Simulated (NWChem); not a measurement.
Molecule: SiHSeCl₂F; SMILES [SeH][Si](Cl)(F)Cl

```xyz
6

F      0.0490     0.8179     1.8537
Si    -0.0024     0.4972     0.2834
Cl     1.5795     1.5122    -0.5458
Cl    -1.7725     1.2200    -0.4551
Se     0.0433    -1.7323    -0.1203
H      1.4017    -1.8720     0.4558
```
Atoms are numbered in this order, from 1.

The geometry was optimised at B3LYP/6-31G* (spherical d).

### Question
List the 4 lowest vertical singlet excitations from PBE/def2-SVP, TDA (NWChem).

### Answer
```tsv
state	energy (eV)	oscillator strength	leading excitation (squared amplitude)
S1	5.20	0.006	HOMO → LUMO (0.99)
S2	5.73	0.003	HOMO → LUMO+1 (0.98)
S3	6.61	0.002	HOMO−1 → LUMO (0.93)
S4	6.66	0.003	HOMO → LUMO+2 (0.78)
```
